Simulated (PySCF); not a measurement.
BiH3O, SMILES [OH][BiH2].

Geometry optimised at PBE0-D3(BJ)/def2-TZVP. The def2 effective core potentials stand for the cores of Bi; spin–orbit coupling is left out.

All values below come from PBE0/def2-TZVPD (PySCF).

The molecule is in vacuum.

Computed frontier levels, gap, dipole moment and polarisability:
```
Property                                                                                                       Result
---------------------------------------------------------------------------------------------  ----------------------
highest occupied level                                                                                       -7.94 eV
lowest empty level                                                                                           -1.28 eV
orbital gap                                                                                                   6.67 eV
dipole moment                                                                                                  1.78 D
quadrupole, principal values (traceless, Buckingham form, about the centre of nuclear charge)  -5.48, -0.05, 5.52 D·Å
mean static polarisability                                                                       53.4 bohr³ (7.91 Å³)
polarisability, principal values                                                               52.3, 52.7, 55.1 bohr³
```
